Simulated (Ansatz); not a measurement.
System: CH₄BS₂ (charge -1, singlet). It need not be the lowest isomer of its formula. Whether it binds its extra electron was not tested at this geometry. 
Coordinates optimised at B3LYP-D3(BJ)/def2-TZVP (Ansatz, a quantum-chemistry and plane-wave program):
SMILES: CB([S-])S
```xyz
8

C     -1.5971    -0.9644     0.2704
B     -0.3257    -0.0264     0.0267
S     -0.3269     1.6862    -0.2596
S      1.3294    -0.9525     0.0684
H     -1.6594    -1.7576    -0.4853
H     -2.5227    -0.3866     0.2371
H     -1.5412    -1.4686     1.2434
H      0.8931    -2.2071     0.3080
```
Charge -1, spin multiplicity 1.

Parts of the frozen-core correlation energy in cc-pVTZ (Ansatz, hartree). Frozen orbitals: 12; correlated occupied orbitals by spin: 12 and 12; virtual: 160 and 160. No spin-orbit coupling. Non-relativistic.

| term | value |
|---|---|
| reference (HF) | -860.09977 |
| MP2 opposite-spin | -0.49020 |
| MP2 same-spin | -0.15200 |
| CCSD correlation | -0.68789 |
| (T) | -0.03307 |
| T1 diagnostic | 0.014 |
| largest doubles amplitude | 0.053 |
